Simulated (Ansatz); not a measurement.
Ideal-gas functions of `[OH][SnH][OH]` radical at 600 K and 1 bar, from an Ansatz frequency run at PBE0-D4/def2-TZVP.

Molar mass 153.73 g/mol, point group C1 (symmetry number 1), electronic degeneracy 2, moments of inertia 48.222, 82.344, 125.638 u Å². Harmonic wavenumbers (cm⁻¹, unscaled): 144, 156, 263, 474, 503, 596, 620, 784, 835, 1719, 3873, 3891.

Use S(trans) = R[1.5 ln M + 2.5 ln T − 1.1517]; rotational temperatures θ = 24.2544 K / I; S(rot) = R[ln(√π/σ · √(T³/θAθBθC)) + 1.5]; for each mode x = 1.438777 ν̃/T, S = R[x/(eˣ − 1) − ln(1 − e⁻ˣ)] and H = RT x/(eˣ − 1); 1 cm⁻¹ = 0.0119627 kJ/mol; R = 8.31446 J/(mol·K).

Question: By hand: the entropy, in J/(mol·K).

Answer: Translation 186.2. Rotation: θ = 0.503, 0.2945, 0.193 K, giving 111.8. Vibration, mode by mode: 17.20, 16.54, 12.28, 7.68, 7.24, 6.02, 5.74, 4.19, 3.80, 0.70, 0.01, 0.01, in all 81.4. Electronic 5.8. Sum 385.2 J/(mol·K).

Question: By hand: H − E and G − E in kJ/mol, counted from the electronic energy.

Answer: Zero-point energy ½ × 13858 × 0.0119627 = 82.9; thermal vibration 25.1; translation, rotation and pV give 4 RT = 20.0. H − E = 128.0 kJ/mol, and G − E = 128.0 − 600 × 385.2/1000 = -103.1 kJ/mol.

Vibration gives 21 % of the entropy, 17.2 J/(mol·K) of it from the mode under 150 cm⁻¹: soft modes count most, and the harmonic formula is weakest for them. The sum counts one conformer and one mirror image; others add a mixing term.
